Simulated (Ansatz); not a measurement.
CH₂O₂, charge -1, doublet, at a GFN2-xTB geometry (a state made from the parent by changing its charge; the spin is typed, not shown lowest) (a gas-phase anion, which may not be bound at this level); SVWN5/6-31G** in Ansatz (a first-principles code).

The Ansatz input:
Ansatz 0.2 input:
```yaml
crystal:
  periodic: [false, false, false]
  atoms:
    - {symbol: O, position_ang: [0.88165186, -0.79800338, -0.04541124]}
    - {symbol: C, position_ang: [-0.44999146, -0.19581427, 0.20339102]}
    - {symbol: O, position_ang: [-0.57442091, 1.06337156, -0.05525830]}
    - {symbol: H, position_ang: [1.43328073, -0.02488347, -0.20621193]}
    - {symbol: H, position_ang: [-1.19117966, -0.92317640, -0.20877782]}
basis:
  gaussian:
    orbitals: 6-31G__.json
hamiltonian:
  xc: {name: SVWN5}
total_charge: -1
magnetization: {spin_polarized: true, initial_magnetization: 1}
```
The basis file holds 6-31G** in the JSON format of the Basis Set Exchange.

What the program printed (banner, timings and long lists left out):

```
Functional definition: SVWN5
545 factors; their error is unknown
mean field evaluation 1: about -5121.8976 eV, gradient 1.3e1 eV
mean field evaluation 2: about -5119.5060 eV, gradient 2.8e1 eV
mean field evaluation 4: about -5122.6184 eV, gradient 2.0e0 eV
mean field evaluation 8: about -5122.6021 eV, gradient 1.3e-1 eV
mean field -5122.60217833 eV, -188.2521578292 hartree, gradient 4.2e-5 eV, S^2 0.750930; 0 other end points of the search recorded, 0 dependent functions left out
reference -5122.60219351 eV, -188.2521583869 hartree; 13, 12 occupied and 42, 43 virtual orbitals, 545 factors
Total energy: -5122.60219351 eV, -188.2521583869 hartree
```
